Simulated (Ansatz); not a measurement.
One change: `NB(S)Cl` becomes `[NH2][Al]([SH])[Cl]`.

Ansatz, PBE0-D4/def2-TZVP geometries, multiplicity 1. Each molecule was computed in one conformer, which needn't be the lowest.

```
                                                                                  property  `NB(S)Cl`
                                                     HOMO energy (ωB97M-V/def2-TZVPP) / eV      -9.71
                                                     LUMO energy (ωB97M-V/def2-TZVPP) / eV       1.84
                                                        HOMO energy (PBE0/def2-TZVPP) / eV      -7.52
                                                   HOMO–LUMO gap (ωB97M-V/def2-TZVPP) / eV      11.55
ideal-gas entropy at 298 K and 1 bar (rigid rotor, harmonic PBE0-D4/def2-TZVP) / J/(mol·K)        308
                                                         HOMO energy (PBE/def2-TZVPP) / eV      -6.27
```

Q: Give the same properties after the change, and the shifts. (Estimate.)

A: Ansatz gave: 
```
                                                                                  property  `[NH2][Al]([SH])[Cl]`  shift
                                                     HOMO energy (ωB97M-V/def2-TZVPP) / eV                  -9.87  -0.16
                                                     LUMO energy (ωB97M-V/def2-TZVPP) / eV                   1.16  -0.68
                                                        HOMO energy (PBE0/def2-TZVPP) / eV                  -7.63  -0.11
                                                   HOMO–LUMO gap (ωB97M-V/def2-TZVPP) / eV                  11.03  -0.52
ideal-gas entropy at 298 K and 1 bar (rigid rotor, harmonic PBE0-D4/def2-TZVP) / J/(mol·K)                    342     34
                                                         HOMO energy (PBE/def2-TZVPP) / eV                  -6.30  -0.03
```

With PBE0 the HOMO falls by 0.11 eV and the LUMO falls by 0.71 eV, so the gap narrows by about 0.60 eV. PBE moves the HOMO by -0.03 eV and ωB97M-V by -0.16 eV.
